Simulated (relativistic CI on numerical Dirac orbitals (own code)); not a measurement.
# Judd-Ofelt analysis for Sm³⁺

Method of calculation: Dirac-Coulomb-Breit CI, separate exchange-only KLI orbitals for each configuration, model QED, valence Slater integrals scaled by 0.7 (own radial code, finite nucleus).

Configuration 4f⁵ alone, in intermediate coupling. Take Ω₂ = 4.68, Ω₄ = 5.94, Ω₆ = 3.25 (10⁻²⁰ cm²) and refractive index n = 1.49 as given. A_ED = 64π⁴e²ν³ n(n² + 2)²/[27h(2J + 1)] Σ Ω_λ |U^λ|², in Gaussian units with ν in cm⁻¹, and A_MD is n³ times the free-ion magnetic-dipole rate; a dash marks a rate that is forbidden or under 2 % of the level's free-ion decay.

Emitting level ⁶H°13/2 at 4936 cm⁻¹ (radiative decay alone: multiphonon quenching in a host is left out, and the level can lie too high or too low):

| To | ν (cm⁻¹) | U² squared | U⁴ squared | U⁶ squared | Free-ion A(M1) (s⁻¹) |
| --- | --- | --- | --- | --- | --- |
| ⁶H°5/2 | 4936 | 0.0000 | 0.0005 | 0.0707 | - |
| ⁶H°7/2 | 3864 | 0.0000 | 0.0235 | 0.2818 | - |
| ⁶H°9/2 | 2646 | 0.0353 | 0.1741 | 0.3795 | - |
| ⁶H°11/2 | 1344 | 0.3423 | 0.3548 | 0.1036 | 0.189 |

(1) Give the rates, branching ratios and the radiative lifetime.

## Answers

(1) The rates are:

```json
{"To": "⁶H°5/2", "λ (nm)": "2026", "A_ED (s⁻¹)": "4.26", "A_MD (s⁻¹)": "0", "β (%)": "18.9"}
{"To": "⁶H°7/2", "λ (nm)": "2588", "A_ED (s⁻¹)": "9.28", "A_MD (s⁻¹)": "0", "β (%)": "41.2"}
{"To": "⁶H°9/2", "λ (nm)": "3779", "A_ED (s⁻¹)": "6.87", "A_MD (s⁻¹)": "0", "β (%)": "30.5"}
{"To": "⁶H°11/2", "λ (nm)": "7442", "A_ED (s⁻¹)": "1.5", "A_MD (s⁻¹)": "0.625", "β (%)": "9.4"}
```

τ_rad = 4.44e-02 s. Computed level positions enter as ν³, so measured ones would change the rates. For the strongest line (2588 nm) and an assumed effective width Δλ = 200 nm (300 cm⁻¹), the Füchtbauer-Ladenburg formula σ = λ⁴A/(8πcn²Δλ) gives a peak emission cross-section of 0.12 × 10⁻²⁰ cm². The line to ⁶H°11/2 has a large U² element and is therefore hypersensitive to the surroundings through Ω₂.
